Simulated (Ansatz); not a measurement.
`CC1C[SiH2]1` and `OC1C[SiH2]1` differ in one atom or group.

Ansatz, PBE0-D4/def2-TZVP geometries, multiplicity 1. Each molecule was computed in one conformer, which needn't be the lowest.

```
                                                                                  property  `CC1C[SiH2]1`
                                            size of the dipole moment (PBE/def2-TZVPP) / D           0.35
                                                   HOMO–LUMO gap (ωB97M-V/def2-TZVPP) / eV          10.78
ideal-gas entropy at 298 K and 1 bar (rigid rotor, harmonic PBE0-D4/def2-TZVP) / J/(mol·K)            304
                                                       LUMO energy (B3LYP/def2-TZVPP) / eV           0.08
                                                        LUMO energy (PBE0/def2-TZVPP) / eV           0.31
                                                         HOMO energy (PBE/def2-TZVPP) / eV          -5.60
```

Q: Give the same properties after the change, and the shifts. (An estimate is asked.)

A: Ansatz gave: 
```json
{"property": "size of the dipole moment (PBE/def2-TZVPP) / D", "`OC1C[SiH2]1`": "1.51", "shift": "1.16"}
{"property": "HOMO–LUMO gap (ωB97M-V/def2-TZVPP) / eV", "`OC1C[SiH2]1`": "10.85", "shift": "0.07"}
{"property": "ideal-gas entropy at 298 K and 1 bar (rigid rotor, harmonic PBE0-D4/def2-TZVP) / J/(mol·K)", "`OC1C[SiH2]1`": "299", "shift": "-5"}
{"property": "LUMO energy (B3LYP/def2-TZVPP) / eV", "`OC1C[SiH2]1`": "-0.05", "shift": "-0.13"}
{"property": "LUMO energy (PBE0/def2-TZVPP) / eV", "`OC1C[SiH2]1`": "0.19", "shift": "-0.12"}
{"property": "HOMO energy (PBE/def2-TZVPP) / eV", "`OC1C[SiH2]1`": "-5.66", "shift": "-0.06"}
```

The zero-point energy changes by -62.2 kJ/mol with -6 modes. Dipoles are sizes alone; their direction can turn.

B3LYP here is the variant with VWN-RPA as its local correlation; programs differ in this.
